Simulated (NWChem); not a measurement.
C3H5ClSi; SMILES ClC1=CC[SiH2]1

```xyz
10

Cl     0.1223    -2.0761     0.0000
C     -0.1047    -0.3775     0.0000
C     -1.2700     0.3037     0.0000
C     -0.9232     1.7810     0.0000
Si     0.8964     1.2041     0.0000
H     -2.2838    -0.1194     0.0000
H     -1.2707     2.3245    -0.8939
H     -1.2707     2.3245     0.8939
H      1.7134     1.5009    -1.2149
H      1.7134     1.5009     1.2149
```
Atoms are numbered in this order, from 1.

All runs: NWChem. Pople sets run with spherical d functions. All runs use the structure optimised with PBE0/def2-SVP. GIAO values for the isolated, static molecule; σ is the absolute isotropic shielding, δ = σ(reference) − σ with the isolated reference molecule computed at the same levels (13C: tetramethylsilane, 1H: tetramethylsilane, 29Si: tetramethylsilane).

Question: Predict the results for B3LYP/6-31G*. Quantities: σ Cl1 (ppm); δ C2 (ppm); δ C4 (ppm); δ Si5 (ppm); δ H6 (ppm); δ H7 (ppm); δ H9 (ppm).

Answer: 
- σ Cl1 (ppm) = 745.2
- δ C2 (ppm) = 134.1
- δ C4 (ppm) = 11.7
- δ Si5 (ppm) = -2.5
- δ H6 (ppm) = 6.53
- δ H7 (ppm) = 1.55
- δ H9 (ppm) = 5.20
